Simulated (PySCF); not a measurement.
AlFH₂O, SMILES [OH][AlH][F]. Geometry optimised at PBE-D3(BJ)/def2-TZVP. Other conformers were not sampled.

The numbers are results of PBE-D3(BJ)/def2-TZVP (PySCF 2.14.0), not measurements.

Harmonic wavenumbers (cm⁻¹): 234, 368, 483, 594, 651, 766, 888, 1968, 3799. Rotational constants (GHz): 30.51, 6.555, 5.396; symmetry number 1.

**Question.** Work out the zero-point energy and the ideal-gas rigid-rotor harmonic-oscillator thermochemistry at 298.15 K and 1 atm.

**Answer.** ZPE = ½ Σ hcν = ½ × 9751 cm⁻¹ = 13.94 kcal/mol. H − E(el) = 17.27 kcal/mol. Entropy in cal/(mol K): translation 38.39, rotation 23.21, vibration 4.85, total 66.45. G − E(el) = -2.54 kcal/mol. Cp = 15.77 cal/(mol K).
